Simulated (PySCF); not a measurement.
C2H8N2OSi, SMILES N[Si@H](O)/N=C\C.

Coordinates come from a PBE0-D3(BJ)/def2-SVP optimisation. The structure was generated by enumeration; whether it is a known compound was not checked. One conformer was computed; it need not be the lowest.

Two levels are set side by side: TDA-PBE/def2-SVPD (PySCF) and TDA-M06-2X/def2-SVPD (PySCF). Vertical, same geometry. The lowest singlet is HOMO→LUMO 99 % with PBE and HOMO→LUMO 91 % with the other functional; states are paired by order. Differences are taken from unrounded values.

| quantity | TDA-M06-2X | TDA-PBE | TDA-PBE minus TDA-M06-2X |
|---|---|---|---|
| lowest singlet excitation (eV) | 4.06 | 4.00 | -0.06 |
| lowest triplet excitation (TDA) (eV) | 3.61 | 3.46 | -0.15 |
| first bright state (f over 0.05) (eV) | 7.01 | 4.80 | -2.21 |
| its oscillator strength | 0.09 | 0.06 | -0.03 |

Rough cost on one machine, each run with all the roots and properties that it gave: TDA-M06-2X against TDA-PBE about 10 times.
